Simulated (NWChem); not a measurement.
# F2Pb

```xyz
3

Pb     0.0000     0.0000     0.2479
F      1.5538     0.0000    -1.1294
F     -1.5538     0.0000    -1.1294
```
Charge 0, spin multiplicity 1.

All runs are NWChem calculations. All single points use one geometry, from PBE/def2-SVP with def2 effective core potentials on Pb, a minimum by its harmonic frequencies.

Symmetry labels belong to the abelian group C2v used in the runs, with the axes of the coordinates shown.

Effective core potentials replace the inner electrons of Pb; spin-orbit coupling is left out. The structure started from a generated list of species.

### Question
List the lowest 4 singlet excitations that CIS/def2-SVPD with def2 effective core potentials on Pb gives, with oscillator strengths.

### Answer
```csv
state,symmetry,energy (eV),wavelength (nm),f
1,b2,6.24,199,0.216
2,b1,8.39,148,0.382
3,a1,8.46,147,0.456
4,a2,8.59,144,0.000
```
